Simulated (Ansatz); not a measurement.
Correlation energies of C2H6Ga3N, SMILES `C=[C]1[GaH][NH][Ga]1[GaH2]` by basis set

Cartesian coordinates in Å:
```
C -1.720 1.155 1.258
C -0.659 0.971 0.479
Ga 0.624 2.134 -0.471
N 1.472 0.603 -1.086
Ga 0.330 -0.602 -0.239
Ga 0.361 -3.057 -0.248
H -2.291 0.328 1.682
H -2.091 2.145 1.526
H 0.985 3.627 -0.745
H 2.276 0.466 -1.676
H 1.151 -3.879 0.841
H -0.438 -3.892 -1.321
```

The species carries charge 0 and has multiplicity 1. Correlated methods include outer-core shells of Ga, which these sets cover unevenly. Scalar relativity is left out up to krypton. All single points use the PBE0-D4/def2-TZVP geometry. Frozen core, restricted reference, Ansatz.

| basis | HF (Eh) | MP2 corr. |
| --- | --- | --- |
| def2-SVP | -5902.55416 | -1.06714 |
| def2-TZVPP | -5903.45268 | -1.20979 |
| def2-QZVPP | -5903.57901 | -1.98713 |

**Question.** Estimate the CCSD correlation energy and the (T) correction in each basis where they were run (hartree).

**Answer.** 
```
     basis  CCSD corr.       (T)
  def2-SVP    -1.07595  -0.04329
def2-TZVPP    -1.22090  -0.05891
```
